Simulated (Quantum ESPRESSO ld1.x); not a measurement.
Species: Cr V. Configuration: [Ar] 3d2. All-electron calculation, Dirac Kohn-Sham, PBEsol, spin-unpolarised, spherical densities, point nucleus; open shells are shared between the two j in proportion to 2j + 1. Program: ld1.x of Quantum ESPRESSO 7.5.

Normalised radial functions P(r) = r R(r) (large component), r in bohr:

r,2s1/2,3d3/2
0.002658,0.1806,0.0000
0.003352,0.2231,0.0000
0.004262,0.2763,0.0000
0.005418,0.3401,0.0000
0.006833,0.4125,0.0000
0.008686,0.4985,0.0001
0.01104,0.5944,0.0002
0.01393,0.6929,0.0003
0.0177,0.7936,0.0006
0.0225,0.8807,0.0012
0.02838,0.9344,0.0023
0.03608,0.9336,0.0044
0.0455,0.8494,0.0083
0.05784,0.6450,0.0155
0.07353,0.2993,0.0283
0.09273,-0.1673,0.0496
0.1179,-0.7445,0.0859
0.1499,-1.3230,0.1435
0.189,-1.7550,0.2262
0.2403,-1.9395,0.3446
0.3054,-1.7930,0.4952
0.3852,-1.3903,0.6594
0.4897,-0.8681,0.8232
0.6225,-0.4237,0.9435
0.785,-0.1597,0.9797
0.9979,-0.0408,0.9128
1.269,-0.0067,0.7500
1.6,-0.0007,0.5386
2.034,0.0000,0.3204
2.586,0.0000,0.1520
3.261,0.0000,0.0556

2s1/2: eigenvalue -729.17 eV, 1 radial node at r = 0.0859 bohr, <r> = 0.293 bohr, 90 % of the charge inside 0.455 bohr. 3d3/2: eigenvalue -58.033 eV, 0 radial nodes, <r> = 1.02 bohr, 90 % of the charge inside 1.66 bohr.
